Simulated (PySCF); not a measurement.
SMILES c1([SiH3])ccc(cc1)-c1ccco1 (C10H10OSi), singlet (GFN2-xTB optimised geometry):

```
22

Si     2.999    -3.209     0.009
C      1.722    -1.821     0.001
C      2.125    -0.487     0.001
C      1.208     0.543     0.001
C     -0.162     0.271     0.000
C     -1.124     1.354     0.000
C     -2.498     1.354     0.000
C     -2.898     2.708     0.000
C     -1.749     3.437     0.000
O     -0.676     2.633     0.000
C     -0.576    -1.062     0.000
C      0.354    -2.081     0.001
H      2.305    -4.494    -0.083
H      3.775    -3.147     1.251
H      3.901    -3.042    -1.134
H      3.181    -0.255     0.001
H      1.540     1.570     0.000
H     -3.145     0.502     0.000
H     -3.901     3.084     0.000
H     -1.569     4.494     0.000
H     -1.630    -1.295     0.000
H      0.012    -3.107     0.000
```

Method: PBE/def2-SVP run with PySCF.

Problem. What are the frontier orbital energies and the dipole moment?

Solution. HOMO-2 -6.88 eV, HOMO-1 -6.39 eV, HOMO -5.17 eV, LUMO -1.91 eV, LUMO+1 -1.10 eV; dipole moment 1.45 D.

Meta-Löwdin charges at PBE/def2-SVP: Si1 0.43, C2 -0.21, C3 -0.09, C4 -0.11, C5 0.00, C6 0.15, C7 -0.17, C8 -0.16, C9 0.04, O10 -0.21, C11 -0.11, C12 -0.09, H13 -0.09, H14 -0.09, H15 -0.09, H16 0.10, H17 0.11, H18 0.12, H19 0.12, H20 0.13, H21 0.11, H22 0.10.
